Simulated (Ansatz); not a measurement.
Stepwise reaction of `O[SiH2]S[SiH](O)O` with hydrogen, as a gas-phase model of exchange steps in deposition or etching. ΔE in kJ/mol.

Program: Ansatz. Geometries: PBE0-D4/def2-TZVP. ΔE: electronic, gas phase. CCSD(T)/CBS is the MP2 limit (def2-TZVPP, def2-QZVPP) plus CCSD(T) − MP2 in def2-TZVPP, frozen cores. This one scheme is used for every species. DFT in def2-TZVPP. B3LYP here is the variant with VWN-RPA as its local correlation; programs differ in this. Each species was taken in one conformer, which may not be the lowest.

```json
{"step": "1", "reaction": "`O[SiH2]S[SiH](O)O` + H₂ → `O[SiH](O)S[SiH3]` + H₂O", "PBE-D4": "82.5", "B3LYP-D4": "87.6", "ωB97M-V": "87.8", "CCSD(T)/CBS": "83.5"}
{"step": "2", "reaction": "`O[SiH](O)S[SiH3]` + H₂ → `O[SiH2]S[SiH3]` + H₂O", "PBE-D4": "86.5", "B3LYP-D4": "92.1", "ωB97M-V": "93.1", "CCSD(T)/CBS": "90.0"}
```

Q: By hand: ΔE of the 2 steps together at CCSD(T)/CBS.

A: (83.5) + (90.0) = 173.5 kJ/mol, or 86.8 kJ/mol a step.

In ΔE each step is higher than the one before. All are uphill at CCSD(T)/CBS. PBE-D4 differs from CCSD(T)/CBS by -3.5 to -1.0 kJ/mol a step. Isolated molecules leave out the surface, adducts and barriers. Largest T1 diagnostic: 0.012.
